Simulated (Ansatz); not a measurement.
C$_{10}$H$_{17}$GeN, SMILES `CC(C)(C)[N]([GeH3])c1ccccc1` at its PBE0-D4/def2-TZVP geometry, where that method's forces vanish. Total charge 0; spin multiplicity 1.

```csv
atom,x (Å),y (Å),z (Å)
C1,-2.320,-0.252,-1.621
C2,-1.138,-0.624,-0.737
C3,-0.244,-1.590,-1.510
C4,-1.652,-1.317,0.526
N5,-0.385,0.609,-0.415
Ge6,-1.263,2.206,-0.093
C7,0.833,0.455,0.298
C8,0.878,0.449,1.692
C9,2.083,0.329,2.366
C10,3.268,0.204,1.658
C11,3.238,0.213,0.271
C12,2.034,0.345,-0.401
H13,-1.987,0.276,-2.517
H14,-3.041,0.381,-1.093
H15,-2.852,-1.154,-1.928
H16,-0.811,-2.484,-1.778
H17,0.616,-1.904,-0.916
H18,0.122,-1.125,-2.428
H19,-0.824,-1.625,1.168
H20,-2.303,-0.651,1.098
H21,-2.226,-2.211,0.268
H22,-0.172,3.173,0.380
H23,-1.917,2.720,-1.387
H24,-2.363,2.087,0.991
H25,-0.048,0.546,2.250
H26,2.096,0.333,3.450
H27,4.211,0.109,2.183
H28,4.161,0.130,-0.293
H29,2.006,0.375,-1.484
```

Question: For each bond, give half the difference of the two atoms' forces along it (eV/Å; positive pushes the atoms apart) under PBE-D4, r2SCAN-D4, B3LYP-D4, ωB97M-V in def2-TZVPP. (Best estimate.)

Answer: Computed: 
```
   bond  length (Å)  PBE-D4  r2SCAN-D4  B3LYP-D4  ωB97M-V
  C1–C2       1.523    0.00       0.05      0.11     0.10
 C1–H13       1.092    0.10      -0.03     -0.07    -0.06
  C2–N5       1.480    0.06       0.15      0.08     0.03
 C3–H18       1.092    0.09      -0.03     -0.07    -0.05
 C4–H20       1.093    0.09      -0.03     -0.08    -0.05
 C4–H21       1.093    0.09      -0.03     -0.07    -0.06
Ge6–H22       1.533    0.04      -0.06     -0.06    -0.08
Ge6–H23       1.538    0.04      -0.06     -0.06    -0.10
  C8–C9       1.387    0.09       0.08      0.10     0.08
 C9–C10       1.386    0.12       0.09      0.11     0.04
 C9–H26       1.084    0.00      -0.09     -0.14    -0.10
C10–C11       1.388    0.11       0.09      0.11     0.05
C11–H28       1.084    0.00      -0.09     -0.14    -0.10
C12–H29       1.083    0.00      -0.10     -0.15    -0.07
```

B3LYP here is the variant with VWN-RPA as its local correlation; programs differ in this.
